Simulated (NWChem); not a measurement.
sulfur tetrafluoride (SF4); SMILES FS(F)(F)F

```xyz
5

F      1.2205     0.0000     0.6180
S      0.0000     0.0000    -0.3866
F      0.0000    -1.6542    -0.2744
F      0.0000     1.6542    -0.2744
F     -1.2205     0.0000     0.6180
```
Atoms are numbered in this order, from 1.

All runs use the structure optimised with PBE0/def2-SVP.

Symmetry labels are those of C2v in the frame above (b1 and b2, or b-type labels, depend on it).

**Question.** List the 4 lowest vertical singlet excitations from PBE0/def2-SVPD, TDA (NWChem).

**Answer.** 
| state | energy (eV) | oscillator strength | symmetry | leading excitation (squared amplitude) |
|---|---|---|---|---|
| S1 | 6.63 | 0.058 | b1 | HOMO → LUMO (0.96) |
| S2 | 7.91 | 0.000 | a2 | HOMO−2 → LUMO (0.99) |
| S3 | 7.96 | 0.010 | b2 | HOMO−1 → LUMO (0.95) |
| S4 | 8.03 | 0.044 | a1 | HOMO → LUMO+1 (0.96) |
